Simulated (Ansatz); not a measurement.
One change: `C[O][Sn][CH3]` becomes `C[O][Sn][Cl]`.

Ansatz, PBE0-D4/def2-TZVP geometries, multiplicity 1. Each molecule was computed in one conformer, which needn't be the lowest.

Elements past krypton have def2 core potentials.

| property | `C[O][Sn][CH3]` |
| --- | --- |
| zero-point energy (PBE0-D4/def2-TZVP) / kJ/mol | 199.5 |
| LUMO energy (ωB97M-V/def2-TZVPP) / eV | -0.40 |
| LUMO energy (PBE/def2-TZVPP) / eV | -2.78 |
| HOMO–LUMO gap (ωB97M-V/def2-TZVPP) / eV | 8.12 |
| LUMO energy (B3LYP/def2-TZVPP) / eV | -2.35 |
| HOMO–LUMO gap (B3LYP/def2-TZVPP) / eV | 3.91 |

Give the same properties after the change, and the shifts. (An estimate is asked.)

Computed: 
```
                                      property  `C[O][Sn][Cl]`  shift
zero-point energy (PBE0-D4/def2-TZVP) / kJ/mol           111.1  -88.4
         LUMO energy (ωB97M-V/def2-TZVPP) / eV           -0.75  -0.35
             LUMO energy (PBE/def2-TZVPP) / eV           -3.11  -0.33
       HOMO–LUMO gap (ωB97M-V/def2-TZVPP) / eV            9.24   1.12
           LUMO energy (B3LYP/def2-TZVPP) / eV           -2.70  -0.35
         HOMO–LUMO gap (B3LYP/def2-TZVPP) / eV            4.96   1.05
```

With PBE0 the HOMO falls by 1.41 eV and the LUMO falls by 0.38 eV, so the gap widens by about 1.03 eV. PBE moves the HOMO by -1.21 eV and ωB97M-V by -1.46 eV. The zero-point energy changes by -88.4 kJ/mol with -9 modes.

B3LYP here is the variant with VWN-RPA as its local correlation; programs differ in this.
